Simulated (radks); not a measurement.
All-electron atom: the rubidium ion Rb2+ in [Ar] 3d10 4s2 4p5.

All-electron calculation, scalar-relativistic Kohn-Sham, exchange-only LDA, spin-unpolarised, spherical densities, point nucleus. Program: a radial shooting solver on a logarithmic mesh with Libxc functionals.

Energy parts (eV):
| part | energy |
|---|---|
| total | -80904.607 |
| kinetic | 82899.962 |
| electron-nucleus | -194564.859 |
| Hartree | 33295.538 |
| exchange | -2535.248 |

Orbitals (lengths in bohr, moments of r in powers of bohr; <r^-3> diverges for s and p1/2; r(max) is where P^2 peaks):
1s: occ. 2; eigenvalue (eV) -15027.62; r(max) 0.02632; <r^4> 0.00001240; <1/r> 37.83
2s: occ. 2; eigenvalue (eV) -2023.411; r(max) 0.1498; <r^4> 0.002412; <1/r> 8.420
2p: occ. 6; eigenvalue (eV) -1797.361; r(max) 0.1196; <r^-3> 1641; <r^4> 0.001737; <1/r> 8.235
3s: occ. 2; eigenvalue (eV) -315.0395; r(max) 0.4515; <r^4> 0.1427; <1/r> 2.804
3p: occ. 6; eigenvalue (eV) -242.5626; r(max) 0.4466; <r^-3> 249.4; <r^4> 0.1667; <1/r> 2.653
3d: occ. 10; eigenvalue (eV) -122.2597; r(max) 0.3921; <r^-3> 30.94; <r^4> 0.2379; <1/r> 2.390
4s: occ. 2; eigenvalue (eV) -48.9574; r(max) 1.246; <r^4> 8.206; <1/r> 0.9430
4p: occ. 5; eigenvalue (eV) -32.3924; r(max) 1.398; <r^-3> 27.16; <r^4> 15.63; <1/r> 0.8061
5s: occ. 0; eigenvalue (eV) -12.3316; r(max) 3.320; <r^4> 340.6; <1/r> 0.3535
4d: occ. 0; eigenvalue (eV) -11.7023; r(max) 2.089; <r^-3> 1.367; <r^4> 122.2; <1/r> 0.4938

The highest occupied level is 4p at -32.392 eV. Summed over all electrons, <r^2> = 26.28 bohr^2, which gives a Langevin (diamagnetic) susceptibility term of -20.8 x 10^-6 cm^3/mol. The density falls to 0.001 e/bohr^3 at r = 3.43 bohr.
